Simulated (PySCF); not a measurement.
## Electronic absorption of norbornane

Compound: norbornane, C7H12.
Atom-mapped SMILES: `[CH2:1]1[CH2:2][C@@H:3]2[CH2:4][CH2:5][C@H:6]1[CH2:7]2` (hydrogens: H8, H9 on C1; H10, H11 on C2; H12 on C3; H13, H14 on C4; H15, H16 on C5; H17 on C6; H18, H19 on C7)

Method used: TDDFT CAM-B3LYP/def2-SVPD, vertical, gas phase, core orbitals frozen in the response in PySCF 2.14.0, density-fitted response routines. Isolated species at its GFN2-xTB geometry, gas phase.

Q: Predict the UV-vis stick spectrum at this level.

A: 

```
state  E (eV)  E (kJ/mol)  λ (nm)       f  symmetry  main configurations (H = HOMO, L = LUMO)
   S1    8.02         773   154.7  0.0000         –                                 H→L (95%)
   S2    8.42         812   147.3  0.0021  B1 or B2                               H-1→L (92%)
   S3    8.76         845   141.5  0.0000         –                               H-2→L (90%)
   S4    8.83         852   140.4   0.043  B1 or B2                  H→L+1 (83%), H-4→L (12%)
   S5    8.93         861   138.9  0.0000         –                  H→L+2 (84%), H→L+7 (10%)
   S6    8.94         863   138.7   0.015  B1 or B2                               H→L+3 (84%)
   S7    9.11         879   136.0   0.070        A1                H-3→L (59%), H-1→L+1 (33%)
   S8    9.24         892   134.1  0.0011         –   H-4→L (70%), H-2→L+3 (10%), H→L+1 (10%)
```

Triplets (Tamm–Dancoff): T1 7.83 eV, H→L (91%); T2 8.23 eV, H-1→L (85%); T3 8.56 eV, H-2→L (86%).

The lowest singlet comes at 155 nm (773 kJ/mol) in the vacuum ultraviolet; it is dark (f under 0.0005); its leading configuration is HOMO→LUMO (95%). The strongest level in the table is S7 at 9.11 eV (136 nm, f = 0.070). Löwdin shares by element: HOMO carbon 50% or more (atoms not listed hold the other 50%); LUMO carbon 29% or more (atoms not listed hold the other 71%). Of the 8 states listed, 3 reach f = 0.01 and 3 stay under 0.0005. The listed states span 1.23 eV, and the widest gap between neighbours is 0.40 eV (S1 to S2). Orbital energies (eV): HOMO-3 -10.76, HOMO-2 -10.30, HOMO-1 -9.96, HOMO -9.52, LUMO 1.35, LUMO+1 2.10, LUMO+2 2.21. Symmetry labels in C2v follow from the direction of the transition dipole and are given only for states with f of 0.002 or more; B1 and B2 swap with the choice of axes. Singlets were solved by full linear response, triplets in the Tamm–Dancoff approximation.
